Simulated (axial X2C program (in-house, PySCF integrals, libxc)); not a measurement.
Bond lengths and stretching modes, held linear, of TiCO⁺

Computed with an in-house all-electron X2C program for linear molecules (integrals from PySCF): two-component X2C with atomic mean-field Coulomb and Gaunt terms, Gaussian nuclei, basis Ti dyall-v3z, C dyall-v3z, O dyall-av3z with contracted cores. Spin-free rows use the one-electron spin-free X2C Hamiltonian.

Masses Ti 47.948, C 12.000, O 15.995 u. States: 2c Ω = 1/2 (beyond evenly filled blocks: ω = 1/2); spin-free M_S = 3/2, Λ = 2 (beyond evenly filled blocks: π+α, π-α, δ+α).

PBE, spin-free: energies above the lowest point

```tsv
r(Ti–C) (Å)	r(C–O) (Å)	E (meV)
2.0358	1.1008	129.28
2.0358	1.1290	16.59
2.0358	1.1572	0.00
2.0880	1.1008	125.20
2.0880	1.1290	18.42
2.0880	1.1572	7.57
2.0880	1.1855	75.77
2.1402	1.1008	145.99
2.1402	1.1290	44.58
2.1402	1.1572	38.93
2.1924	1.1290	89.25
2.1924	1.1855	166.15
```

Task: Fit a quadratic surface with cubic terms in each bond: where is the minimum, and what are the two stretching wavenumbers?

Result: At PBE, spin-free: bonds 2.051 and 1.148 Å; harmonic stretches 397.7 and 2045.8 cm⁻¹; force constants 1.66, 17 and coupling 0.57 mdyn/Å.

The other levels and Hamiltonians give:

```tsv
Hamiltonian	level	r(Ti–C) (Å)	r(C–O) (Å)	lower stretch (cm⁻¹)	upper stretch (cm⁻¹)
2c	PBE0	2.088	1.128	369.2	2180.3
2c	HF	1.957	1.102	491.9	2390.0
2c	MP2	2.134	1.137	323.5	2192.6
spin-free	PBE0	2.087	1.128	369.6	2180.3
```

Each state is one determinant, the lowest of a limited PBE0 search; the stretches come from a fit to these few points and carry an uncertainty of a few per cent. Other orders of the atoms were not compared. Left out for rough or failed fits: PBE 2c, HF spin-free, MP2 spin-free. The levels spread by more than a fifth, so the stretches depend strongly on the method. MP2 freezes inner shells (threshold -2 hartree). The molecule was held linear; bending was not examined, so a bent shape may lie lower. Note: functional without a current term on a determinant with orbital currents, of the molecule or an atom. Note: several unpaired electrons, one determinant need not be a pure state.
